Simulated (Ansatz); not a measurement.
Consider the formal exchange of groups at the Si–Si bond: `CO[Si](N)(O)[SiH3]` + `F[CH](F)[GeH3]` → `F[CH](F)[GeH2][SiH3]` + `CO[SiH](N)O`.

Isolated molecules relaxed with PBE0-D4/def2-TZVP in Ansatz; ΔE leaves out vibrations. CCSD(T)/CBS is the MP2 limit (def2-TZVPP, def2-QZVPP) plus CCSD(T) − MP2 in def2-TZVPP, frozen cores. DFT in def2-TZVPP. B3LYP here is the variant with VWN-RPA as its local correlation; programs differ in this. For Ge outer-core shells are correlated without core-valence functions, which leaves a few kJ/mol of doubt a bond. Scalar relativity is left out up to krypton. Each species was taken in one conformer, which may not be the lowest.

```json
{"level": "r2SCAN-D4", "ΔE (kcal/mol)": "-5.9", "difference from CCSD(T)/CBS": "0.8"}
{"level": "B3LYP-D4", "ΔE (kcal/mol)": "-5.8", "difference from CCSD(T)/CBS": "0.9"}
{"level": "ωB97X-V", "ΔE (kcal/mol)": "-5.9", "difference from CCSD(T)/CBS": "0.8"}
{"level": "ωB97M-V", "ΔE (kcal/mol)": "-6.8", "difference from CCSD(T)/CBS": "-0.1"}
{"level": "B2PLYP", "ΔE (kcal/mol)": "-7.0", "difference from CCSD(T)/CBS": "-0.3"}
{"level": "PBE", "ΔE (kcal/mol)": "-5.4", "difference from CCSD(T)/CBS": "1.3"}
{"level": "r2SCAN", "ΔE (kcal/mol)": "-6.1", "difference from CCSD(T)/CBS": "0.6"}
{"level": "PBE0", "ΔE (kcal/mol)": "-6.1", "difference from CCSD(T)/CBS": "0.6"}
{"level": "B3LYP", "ΔE (kcal/mol)": "-6.9", "difference from CCSD(T)/CBS": "-0.2"}
{"level": "HF/def2-TZVPP", "ΔE (kcal/mol)": "-8.1", "difference from CCSD(T)/CBS": "-1.4"}
{"level": "CCSD(T)/def2-TZVPP", "ΔE (kcal/mol)": "-6.7", "difference from CCSD(T)/CBS": "0.0"}
{"level": "HF/def2-QZVPP", "ΔE (kcal/mol)": "-7.9", "difference from CCSD(T)/CBS": "-1.2"}
{"level": "MP2/def2-QZVPP", "ΔE (kcal/mol)": "-7.4", "difference from CCSD(T)/CBS": "-0.7"}
{"level": "HF/CBS(def2)", "ΔE (kcal/mol)": "-7.9", "difference from CCSD(T)/CBS": "-1.2"}
{"level": "MP2/CBS(def2)", "ΔE (kcal/mol)": "-7.4", "difference from CCSD(T)/CBS": "-0.7"}
{"level": "CCSD/CBS(def2)", "ΔE (kcal/mol)": "-7.1", "difference from CCSD(T)/CBS": "-0.4"}
{"level": "CCSD(T)/CBS", "ΔE (kcal/mol)": "-6.7", "difference from CCSD(T)/CBS": "0"}
```

Largest T1 diagnostic among the species: 0.012.

The D4 term adds +1.1 kcal/mol with B3LYP and +0.6 kcal/mol with PBE0; it sums over pairs of atoms, weighted by their polarisabilities, and B3LYP, whose exchange is more repulsive, gets the larger term.
